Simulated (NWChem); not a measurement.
Species: AlNH4; SMILES [NH2][AlH2]

```xyz
6

Al     0.0000     0.0000     0.6547
H      0.0000    -1.4050     1.3916
H      0.0000     1.4050     1.3916
N      0.0000     0.0000    -1.1263
H      0.0000     0.8315    -1.7047
H      0.0000    -0.8315    -1.7047
```
Atoms are numbered in this order, from 1.

Geometry: optimised at B3LYP/6-31G* (spherical d).

Symmetry labels are those of C2v in the frame above (b1 and b2, or b-type labels, depend on it).

Task: List the 4 lowest vertical singlet excitations and the 4 lowest triplet ones from B3LYP/6-31+G* (spherical d), full TDDFT (NWChem).

Result: 
```csv
state,energy (eV),oscillator strength,symmetry,leading excitation (squared amplitude)
S1,5.78,0.093,a1,HOMO → LUMO (0.98)
S2,5.96,0.094,b1,HOMO → LUMO+1 (0.99)
S3,6.11,0.000,a2,HOMO−1 → LUMO (1.00)
S4,7.10,0.006,b2,HOMO−1 → LUMO+1 (0.99)
T1,4.65,spin-forbidden,a1,HOMO → LUMO (0.98)
T2,5.55,spin-forbidden,b1,HOMO → LUMO+1 (0.97)
T3,5.70,spin-forbidden,a2,HOMO−1 → LUMO (0.98)
T4,6.81,spin-forbidden,b2,HOMO−1 → LUMO+1 (0.88)
```
